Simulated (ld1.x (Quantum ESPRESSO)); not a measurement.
## Transferability test, TM potential for Ca

calcium, norm-conserving Troullier–Martins (Kleinman–Bylander form), made with ld1.x (Quantum ESPRESSO) 7.5 (BP86, scalar-relativistic). Core [Ne], reference 3s2 3p6 3d0 4s1.5 4p0 (charge +0.5). Waves: 3s (bound): rc 1.75 bohr; 3p (bound): rc 1.95 bohr; 3d (bound, empty): rc 3.40 bohr. Local part: all-electron potential smoothed inside 2.60 bohr (lloc = -1). Core correction: full core density, not smoothed (it rises at the typed radius of 1.50 bohr, so ld1.x skipped the fit).

Occupied shells without a wave of their own: 4s. They enter only through the test configuration that unscreens the potential, and ld1.x also counts them in the model core charge.

Energies are relative to the spin-unpolarised reference configuration 3s2 3p6 3d0 4s1.5 4p0; without spin polarisation the order of configurations can differ from experiment.

ld1.x takes every shell without a wave as core, so the model core holds the 4s electrons as well and exchange and correlation see them twice. This cancels in the reference configuration, but the file is broken for other ones, and its errors say nothing about a proper core correction.

```csv
valence configuration,charge,ΔE all-electron (eV),error AE − PS (meV)
3s2 3p6 3d0 4s2 4p0,0,-2.569,-40
3s2 3p6 3d0 4s1 4p0,+1,3.886,-30
3s2 3p6 3d0 4s0 4p0,+2,15.685,-600
3s2 3p6 3d0 4s0 4p1,+1,6.941,-173
3s2 3p6 3d0.5 4s1.5 4p0,0,-1.512,+18
3s2 3p6 3d1 4s1 4p0,0,-0.272,+77
3s2 3p6 3d0 4s1 4p1,0,-0.115,-120
```
